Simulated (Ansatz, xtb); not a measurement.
## Relative energy of two structures of Al2H2OSn

Structure I is `[O]1[AlH][Sn][AlH]1`, a singlet and structure II is a singlet given by its coordinates. Both are isolated molecules in the gas phase, relaxed with BLYP-D3(BJ)/def2-SVP.

I (Å):

| atom | x (Å) | y (Å) | z (Å) |
| --- | --- | --- | --- |
| Al | -0.8905 | 1.0192 | 0.1893 |
| Al | -1.9146 | -0.7094 | 2.1993 |
| O | -0.7196 | -0.5762 | 0.9135 |
| Sn | -3.0315 | 1.9027 | 1.8674 |
| H | 0.0787 | 1.4250 | -1.0225 |
| H | -1.9926 | -2.0712 | 3.0429 |

II (Å):

```xyz
6

Al   -2.7030    2.3685    1.3712
Al   -1.6514   -0.9916    1.4951
O    -2.2937    0.6737    1.4808
Sn    0.4429    0.6780    1.5931
H     0.3212    0.5732   -0.2221
H    -2.7239   -2.1857    1.4391
```

Close contacts (Å): Al1–O3 1.75, Al2–O3 1.78, Al2–Sn4 2.68, Al2–H6 1.61, Sn4–H5 1.82.

Task: Estimate E(II) − E(I) at the level CCSD(T)/def2-SVP + ΔMP2/def2-TZVPP.

Result: Calculated at CCSD(T)/def2-SVP + ΔMP2/def2-TZVPP: E(II) − E(I) = +3.6 kcal/mol, so structure I lies lower.

The same difference at several levels:

```
                             level              geometry  E(II) − E(I) (kcal/mol)  departure from the last row (kcal/mol)  job, with rough time for the two
              BLYP-D3(BJ)/def2-SVP  BLYP-D3(BJ)/def2-SVP                      −2.0                                    −5.6                optimisation, 72 s
                       HF/def2-SVP  BLYP-D3(BJ)/def2-SVP                      +5.6                                    +2.0           part of the CCSD(T) run
                      MP2/def2-SVP  BLYP-D3(BJ)/def2-SVP                      +4.9                                    +1.3           part of the CCSD(T) run
                  CCSD(T)/def2-SVP  BLYP-D3(BJ)/def2-SVP                      +2.2                                    −1.4                      single point
CCSD(T)/def2-SVP + ΔMP2/def2-TZVPP  BLYP-D3(BJ)/def2-SVP                      +3.6                                                        single point, 43 s
```

BLYP-D3(BJ)/def2-SVP puts the two in the other order. The largest departure from CCSD(T)/def2-SVP + ΔMP2/def2-TZVPP is that of BLYP-D3(BJ)/def2-SVP, 5.6 kcal/mol. Levels run at GFN2-xTB geometries aren't shown. The last row adds to CCSD(T) the change of the MP2 difference between the two basis sets, here +1.4 kcal/mol.

With harmonic frequencies from BLYP-D3(BJ)/def2-SVP (ideal gas, rigid rotor, one conformer each, 298.15 K, 1 atm): on the last row, ΔE + ΔZPE = +2.5 kcal/mol. A mode under 50 cm⁻¹ makes harmonic enthalpies and free energies unreliable, so none is given.

The correlated steps freeze 15 core orbitals; the filled d shell of Sn is correlated, in a basis made for valence electrons. Atoms past krypton carry core potentials in the def2 sets and no spin–orbit term is included. Programs: Ansatz 0.2.0; the last row on 1 thread of Arm Neoverse V1 on a shared host.
